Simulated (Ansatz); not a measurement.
Consider the ligand exchange at the Al–N bond: `[CH3][Al]([CH3])[N]=C=O` + H₂Te → `[CH3][Al]([CH3])[TeH]` + `N=C=O`.

Calculated with Ansatz (gas phase, PBE0-D4/def2-TZVP geometries, no zero-point term in ΔE). CCSD(T)/CBS adds triple-zeta CCSD(T) − MP2 to the extrapolated MP2 energy (def2 sets, frozen cores). This one scheme is used for every species. DFT in def2-TZVPP. B3LYP here is the variant with VWN-RPA as its local correlation; programs differ in this. HSE06 is defined as in plane-wave codes. def2 core potentials past Kr. For Te outer-core shells are correlated without core-valence functions, which leaves a few kJ/mol of doubt a bond. One conformer a species, not always the lowest.

Problem. Is it downhill or uphill in electronic energy at CCSD(T)/CBS, and by how much? (Estimate.)

Solution. Ansatz gave: Uphill: ΔE = +5.8 kcal/mol.

Problem. What do these levels give: BLYP-D4, B3LYP-D4, HSE06-D4, CAM-B3LYP-D4, B2PLYP, PBE-QIDH, PBE0, BHLYP, LC-ωPBE, HF/def2-SVP, CCSD/def2-TZVPP, CCSD/CBS(def2)? (Best estimate.)

Solution. The calculation gave: BLYP-D4 7.5, B3LYP-D4 7.9, HSE06-D4 4.7, CAM-B3LYP-D4 9.4, B2PLYP 8.0, PBE-QIDH 5.8, PBE0 5.3, BHLYP 9.8, LC-ωPBE 7.2, HF/def2-SVP 12.5, CCSD/def2-TZVPP 8.3, CCSD/CBS(def2) 6.7 kcal/mol.

Largest T1 diagnostic among the species: 0.018.

From BLYP to BHLYP (50 % exact exchange), in def2-TZVPP and without D4, ΔE moves by +1.5 kcal/mol. Leaving LDA and LC-ωPBE aside and taking each functional with its dispersion term where it has one, the values, not all of them listed here, spread over 5.6 kcal/mol, from PBE-D4 to B97M-V. The D4 term adds −0.8 kcal/mol with B3LYP and −0.5 kcal/mol with PBE0; it sums over pairs of atoms, weighted by their polarisabilities, and B3LYP, whose exchange is more repulsive, gets the larger term.
